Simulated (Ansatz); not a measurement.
System: SnF (charge 0, doublet). 
Geometry from a B3LYP-D3(BJ)/def2-TZVP (Ansatz, a quantum-chemistry and plane-wave program) optimisation:
```
Sn
F 1 1.9637
```
Charge 0, spin multiplicity 2.

Parts of the frozen-core correlation energy in def2-SVP (Ansatz, hartree). Frozen orbitals: 10; correlated occupied orbitals by spin: 6 and 5; virtual: 24 and 25. UHF or UKS for open shells. Spin-orbit coupling is left out. In def2 rows, elements after Kr have scalar-relativistic effective core potentials.

```tsv
term	value
reference (HF)	-312.72287
MP2 opposite-spin	___
MP2 same-spin	___
CCSD correlation	___
(T)	-0.00463
CCSDT minus CCSD(T)	-0.00051
CCSDT(Q) minus CCSD(T)	-0.00119
T1 diagnostic	0.021
largest doubles amplitude	0.081
<S^2> of the reference	0.763
```

Q: What belongs in the gaps?

A: 
- MP2 opposite-spin, value: -0.17501
- MP2 same-spin, value: -0.06238
- CCSD correlation, value: -0.24904
